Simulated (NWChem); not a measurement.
System: sulfur difluoride (SF$_{2}$); SMILES FSF

The following NWChem deck was run.

```
start job
memory heap 200 mb stack 900 mb global 1100 mb
geometry units angstroms noautoz
  F      1.227542     0.000000    -0.496096
  S      0.000000     0.000000     0.548457
  F     -1.227542     0.000000    -0.496096
end
basis spherical
  F library 6-31g*
  S library 6-31g*
end
dft
  xc becke88 lyp
  iterations 150
  mulliken
end
task dft energy
```

Excerpt of the output:

```
             Northwest Computational Chemistry Package (NWChem) 7.3.0
             --------------------------------------------------------

 C2V symmetry detected

                             Geometry "geometry" -> ""
                             -------------------------

 Output coordinates in angstroms (scale by  1.889725989 to convert to a.u.)

  No.       Tag          Charge          X              Y              Z
 ---- ---------------- ---------- -------------- -------------- --------------
    1 F                    9.0000     1.22754200     0.00000000    -0.49155435
    2 S                   16.0000     0.00000000     0.00000000     0.55299865
    3 F                    9.0000    -1.22754200     0.00000000    -0.49155435

 Effective nuclear repulsion energy (a.u.)     112.0126537180

      Symmetry information
      --------------------

 Group name             C2v
 Group number             16
 Group order               4
 No. of unique centers     2

                                 NWChem DFT Module
                                 -----------------

 Summary of "ao basis" -> "ao basis" (spherical)
 ------------------------------------------------------------------------------
       Tag                 Description            Shells   Functions and Types
 ---------------- ------------------------------  ------  ---------------------
 F                           6-31g*                  6       14   3s2p1d
 S                           6-31g*                  8       18   4s3p1d

      Symmetry analysis of basis
      --------------------------

        a1         19
        a2          5
        b1         14
        b2          8

            General Information
            -------------------
          SCF calculation type: DFT
          Wavefunction type:  closed shell.
          No. of atoms     :     3
          No. of electrons :    34
           Alpha electrons :    17
            Beta electrons :    17
          Charge           :     0
          Spin multiplicity:     1
          Use of symmetry is: on ; symmetry adaption is: on
          Maximum number of iterations: 150
          AO basis - number of functions:    46
                     number of shells:    20
          Convergence on energy requested:  1.00D-06
          Convergence on density requested:  1.00D-05
          Convergence on gradient requested:  5.00D-04

              XC Information
              --------------
                    Becke 1988 Exchange Functional  1.000
              Lee-Yang-Parr Correlation Functional  1.000

             Grid Information
             ----------------
          Grid used for XC integration:  medium
          Radial quadrature: Mura-Knowles
          Angular quadrature: Lebedev.
          Tag              B.-S. Rad. Rad. Pts. Rad. Cut. Ang. Pts.
          ---              ---------- --------- --------- ---------
          F                   0.50       49           6.0       434
          S                   1.00       88           5.0       590
          Grid pruning is: on
          Number of quadrature shells:   137
          Spatial weights used:  Erf1

      Superposition of Atomic Density Guess
      -------------------------------------

 Sum of atomic energies:        -596.20034500

      Non-variational initial energy
      ------------------------------

 Total energy =    -596.427908
 1-e energy   =   -1051.354394
 2-e energy   =     342.913832
 HOMO         =      -0.218784
 LUMO         =      -0.013655

      Symmetry analysis of molecular orbitals - initial
      -------------------------------------------------

  Numbering of irreducible representations:

     1 a1          2 a2          3 b1          4 b2

  Orbital symmetries:

     1 a1          2 a1          3 b1          4 a1          5 b1
     6 a1          7 b2          8 a1          9 b1         10 a1
    11 b1         12 a1         13 b2         14 a2         15 b1
    16 a1         17 b2         18 b1         19 a1         20 a1
    21 b2         22 a1         23 b1         24 a1         25 a2
    26 b2         27 a1

     ---------------------------------------------
      Total Density - Mulliken Population Analysis
     ---------------------------------------------

    Atom       Charge   Shell Charges
 -----------   ------   -------------------------------------------------------
    1 F    9     9.50   2.00  0.95  3.37  1.01  2.17  0.01
    2 S   16    14.99   2.00  2.00  5.97  1.32  2.17  0.52  0.92  0.09
    3 F    9     9.50   2.00  0.95  3.37  1.01  2.17  0.01

   convergence    iter        energy       DeltaE   RMS-Dens  Diis-err
 ---------------- ----- ----------------- --------- --------- ---------
 d= 0,ls=0.0,diis     1   -597.6837685127 -7.10D+02  3.35D-02  7.17D-01
 d= 0,ls=0.0,diis     2   -597.5017370752  1.82D-01  2.13D-02  2.62D+00
 d= 0,ls=0.0,diis     3   -597.7589822337 -2.57D-01  4.01D-03  8.99D-02
 d= 0,ls=0.0,diis     4   -597.7659753366 -6.99D-03  1.21D-03  4.87D-03
 d= 0,ls=0.0,diis     5   -597.7664884333 -5.13D-04  8.92D-05  1.20D-05
  Resetting Diis
 d= 0,ls=0.0,diis     6   -597.7664901112 -1.68D-06  1.80D-05  8.81D-07
 d= 0,ls=0.0,diis     7   -597.7664902401 -1.29D-07  6.01D-06  1.86D-08

         Total DFT energy =     -597.766490240148
      One electron energy =    -1051.022400379513
           Coulomb energy =      387.857275529421
    Exchange-Corr. energy =      -46.614019108089
 Nuclear repulsion energy =      112.012653718032

 Numeric. integr. density =       34.000001746908

                  Occupations of the irreducible representations
                  ----------------------------------------------

                     irrep           alpha         beta
                     --------     --------     --------
                     a1                8.0          8.0
                     a2                1.0          1.0
                     b1                5.0          5.0
                     b2                3.0          3.0

[...]
```

Level: BLYP/6-31G* (spherical d). Geometry: optimised at PBE0/def2-SVP.
